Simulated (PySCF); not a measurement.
NICS in rings of unrelated molecules.

NICS is the negative of the GIAO shielding at a point without a nucleus: at the ring centre (0) and 1 Å above and below it (1); zz is the component along the ring normal. Level: GIAO PBE0/pcSseg-1 (PySCF, non-relativistic, gas phase) on the GFN2-xTB geometries, one conformer each. Atom numbers follow the mapped SMILES.

Question: Order these rings by mean NICS(1)zz, lowest (most negative) first (ppm).
A. ring C6–C7–C8–C9–C10–C11 in `[CH3:1][CH2:2][S:3](=[O:4])(=[O:5])[c:6]1[cH:7][cH:8][cH:9][cH:10][cH:11]1`
B. ring C2–C3–C4–C8 in `[CH2:1]=[C:2]1[CH2:3][C@H:4]([O:5][CH:6]=[O:7])[C:8]1=[CH2:9]`
C. ring C2–C3–C4–C5–C6–C7 in `[OH:1][c:2]1[cH:3][cH:4][cH:5][cH:6][c:7]1[Cl:8]`
D. ring C3–C4–C5–C7–C8–P11 in `[CH3:1][O:2][c:3]1[cH:4][c:5]([Cl:6])[cH:7][c:8]([S:9][CH3:10])[p:11]1`
E. ring C2–O3–C4–C5 in `[O:1]=[C:2]1[O:3][CH2:4][C@H:5]1[C:6]([F:7])([F:8])[F:9]`
F. ring C3–C4–Si5–O6–Si7 in `[OH:1][CH2:2][C@@H:3]1[CH2:4][SiH2:5][O:6][Si@@H:7]1[CH2:8][SiH3:9]`
G. ring N2–C3–C4–S5–C6 in `[CH3:1][n+:2]1[cH:3][cH:4][s:5][cH:6]1` (charge +1)

Answer: A (-29.2), G (-27.9), C (-25.7), D (-21.0), F (-6.0), E (-1.5), B (1.4).

```json
{"SMILES": "CCS(=O)(=O)c1ccccc1", "ring": "6-membered carbocycle; formal bonds all aromatic", "NICS(0)": "-9.3", "NICS(1)": "-11.8", "NICS(1)zz": "-29.2", "HOMA": "0.99", "rms pucker (Å)": "0.00", "ring atoms with four or more neighbours": "0"}
{"SMILES": "C[n+]1ccsc1", "ring": "5-membered ring with N and S; formal bonds all aromatic", "NICS(0)": "-13.5", "NICS(1)": "-11.4", "NICS(1)zz": "-27.9", "HOMA": "0.89", "rms pucker (Å)": "0.00", "ring atoms with four or more neighbours": "0"}
{"SMILES": "Oc1ccccc1Cl", "ring": "6-membered carbocycle; formal bonds all aromatic", "NICS(0)": "-9.7", "NICS(1)": "-10.8", "NICS(1)zz": "-25.7", "HOMA": "0.99", "rms pucker (Å)": "0.00", "ring atoms with four or more neighbours": "0"}
{"SMILES": "COc1cc(Cl)cc(SC)p1", "ring": "6-membered ring with P; formal bonds all aromatic", "NICS(0)": "-8.3", "NICS(1)": "-9.5", "NICS(1)zz": "-21.0", "HOMA": "0.87", "rms pucker (Å)": "0.00", "ring atoms with four or more neighbours": "0"}
{"SMILES": "OC[C@@H]1C[SiH2]O[Si@@H]1C[SiH3]", "ring": "5-membered ring with O and 2 Si; formal bonds all single", "NICS(0)": "-5.3", "NICS(1)": "-3.2", "NICS(1)zz": "-6.0", "HOMA": "–", "rms pucker (Å)": "0.17", "ring atoms with four or more neighbours": "4"}
{"SMILES": "O=C1OC[C@H]1C(F)(F)F", "ring": "4-membered ring with O; formal bonds all single", "NICS(0)": "-3.0", "NICS(1)": "-1.8", "NICS(1)zz": "-1.5", "HOMA": "–", "rms pucker (Å)": "0.01", "ring atoms with four or more neighbours": "2"}
{"SMILES": "C=C1C[C@H](OC=O)C1=C", "ring": "4-membered carbocycle; formal bonds all single", "NICS(0)": "3.7", "NICS(1)": "-1.7", "NICS(1)zz": "1.4", "HOMA": "–", "rms pucker (Å)": "0.03", "ring atoms with four or more neighbours": "2"}
```

NICS(0) gives another order. The isotropic NICS(1) gives the same order. Over the 4 rings with a HOMA value its correlation coefficient with NICS(1)zz is -0.58. HOMA uses Krygowski's 1993 parameters; it is left out where a ring has a four-coordinate atom, a triple bond, no multiple bond or a kind of bond without parameters. NICS(1) and NICS(1)zz are means over the two faces.
